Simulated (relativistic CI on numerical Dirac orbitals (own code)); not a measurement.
## Ir6+: resonant inelastic scattering at the O2,3 edge

Computed with this model: Dirac-Coulomb-Breit CI, orbitals from a KLI potential per configuration, QED by a radiative potential, valence Slater integrals scaled by 0.9, Kramers-Heisenberg scattering through one core-hole configuration in a parametric crystal field; configurations [Xe] 4f14 5d3 → [Kr] 4d10 4f14 5s2 5p5 5d4; 300 K; core-hole width 1.5 eV; summed over polarisations. Incident energies are the highest absorption maxima for each field (at most a few, so the weaker spin-orbit partner edge can be absent), on the computed scale of the free ion. Intensities are in per cent of the strongest line above 0.02 eV; levels within 1 cm⁻¹ are merged; final levels count from the ground level, the first row holds all elastic scattering, lines under 0.4 are left out and each table stops after 24 rows. The scale of the Slater integrals is a model choice and moves the terms in proportion.

Field parameters in Wybourne normalisation: D3d B²₀ = −7Dσ, B⁴₀ = −14Dq − 21Dτ, B⁴₃ = −14√(10/7) Dq; D4h B²₀ = −7Ds, B⁴₀ = 21(Dq − Dt), B⁴₄ = 21√(5/14) Dq; Td as Oh with Dq negative (B⁴₀ = 21Dq, B⁴₄ = √(5/14) B⁴₀). The field is a parameter set, without covalency, and values of 10Dq over about 45,000 cm⁻¹ lie beyond real compounds.

S is read from ⟨S²⟩ = S(S + 1).

D3d, 10Dq = 54800, Dσ = -850, Dτ = 470 cm⁻¹:

```
Final level (eV)  Degeneracy  Irrep     S  57.6 eV  60.5 eV  74.8 eV
           0.000           2     Γ4  1.45    513.5    234.5    311.1
           0.030           2  Γ5+Γ6  1.46     91.8     38.7     13.4
           2.021           2  Γ5+Γ6  0.58     12.2     25.5     18.9
           2.124           2     Γ4  0.58     11.4     26.1     13.0
           2.343           2     Γ4  0.52      2.5      7.7      9.6
           2.354           2  Γ5+Γ6  0.52      3.3      6.7      5.9
           2.507           2     Γ4  0.52      1.0     26.2     17.2
           3.932           2     Γ4  0.55      2.6      2.0     30.5
           4.170           2     Γ4  0.58      1.5      7.5     29.9
           4.288           2  Γ5+Γ6  0.57      1.2      6.0     22.6
           6.983           2     Γ4  1.48     17.6      7.3     54.6
           7.099           2  Γ5+Γ6  1.46     11.5     10.1     42.7
           7.120           2     Γ4  1.45     12.2     12.9    100.0
           7.236           2  Γ5+Γ6  1.45      5.6      4.5     50.6
           7.269           2     Γ4  1.45      4.4      3.2     34.4
           7.429           2     Γ4  1.46      2.6      7.2     47.2
```

Td, 10Dq = -15200 cm⁻¹:

| Final level (eV) | Degeneracy | Irrep | S | 55.2 eV | 60.9 eV | 70.3 eV |
| --- | --- | --- | --- | --- | --- | --- |
| 0.000 | 4 | Γ8 | 1.25 | 850.0 | 663.8 | 528.5 |
| 0.846 | 2 | Γ7 | 1.48 | 42.2 | 21.1 | 9.3 |
| 1.317 | 4 | Γ8 | 1.43 | 50.9 | 64.6 | 22.9 |
| 1.699 | 4 | Γ8 | 0.94 | 33.1 | 49.3 | 51.9 |
| 1.818 | 2 | Γ6 | 1.41 | 6.3 | 7.9 | 16.5 |
| 2.254 | 4 | Γ8 | 1.18 | 22.9 | 100.0 | 77.8 |
| 2.375 | 2 | Γ7 | 1.11 | 6.2 | 14.0 | 10.8 |
| 2.560 | 2 | Γ6 | 0.94 | 2.2 | 8.6 | 47.6 |
| 2.894 | 4 | Γ8 | 0.83 | 9.7 | 20.0 | 11.1 |
| 3.013 | 2 | Γ6 | 0.91 | 7.6 | 66.4 | 55.8 |
| 3.229 | 4 | Γ8 | 1.04 | 12.1 | 49.7 | 24.2 |
| 3.621 | 2 | Γ7 | 1.04 | 1.2 | 12.8 | 1.6 |
| 3.704 | 4 | Γ8 | 1.28 | 3.3 | 42.6 | 10.7 |
| 3.833 | 2 | Γ6 | 1.19 | 2.0 | 13.5 | 20.8 |
| 4.135 | 4 | Γ8 | 0.93 | 1.5 | 14.2 | 20.7 |
| 4.532 | 2 | Γ7 | 1.30 | 0.4 | 17.9 | 0.9 |
| 4.539 | 2 | Γ6 | 1.22 | 1.0 | 31.7 | 0.7 |
| 4.568 | 4 | Γ8 | 1.21 | 7.1 | 26.5 | 20.3 |
| 4.905 | 4 | Γ8 | 1.18 | 2.0 | 53.5 | 7.2 |
| 5.038 | 4 | Γ8 | 0.92 | 2.9 | 24.9 | 3.3 |
| 5.101 | 2 | Γ6 | 0.63 | 2.2 | 0.8 | 71.8 |
| 5.338 | 4 | Γ8 | 0.89 | 1.7 | 18.9 | 18.6 |
| 5.445 | 2 | Γ6 | 0.55 | 1.0 | 0.8 | 21.9 |
| 5.475 | 2 | Γ7 | 0.77 | 1.3 | 13.4 | 0.6 |

D4h, 10Dq = 63650, Ds = 1200, Dt = -190 cm⁻¹:

```
Final level (eV)  Degeneracy  Irrep     S  57.7 eV  58.3 eV  61.6 eV
           0.000           2     Γ7  1.45   1118.0   1054.3    752.7
           0.012           2     Γ6  1.46    153.5    131.3     94.4
           1.836           2     Γ7  0.58     14.9     35.5    100.0
           2.134           2     Γ6  0.55      7.9     19.4     84.8
           2.335           2     Γ7  0.52      8.6      6.7     22.7
           2.379           2     Γ6  0.51      7.3      9.9     28.4
           2.487           2     Γ6  0.52      6.7     12.8     84.7
           3.959           2     Γ7  0.54      5.9      5.2     16.3
           4.197           2     Γ6  0.56      1.3      2.2     30.4
           4.525           2     Γ7  0.55      3.2      4.4     17.0
           7.926           2     Γ7  1.48     46.9     39.3     24.0
```

For the first field the strongest loss at the lowest incident energy is the level at 0.03 eV (S = 1.46, against 1.46 in the thermal ground state). Levels of other spin, the first over 8 % at 2.02 eV, appear because spin-orbit coupling of the core hole, and in heavier ions of the valence shell too, mixes spins.
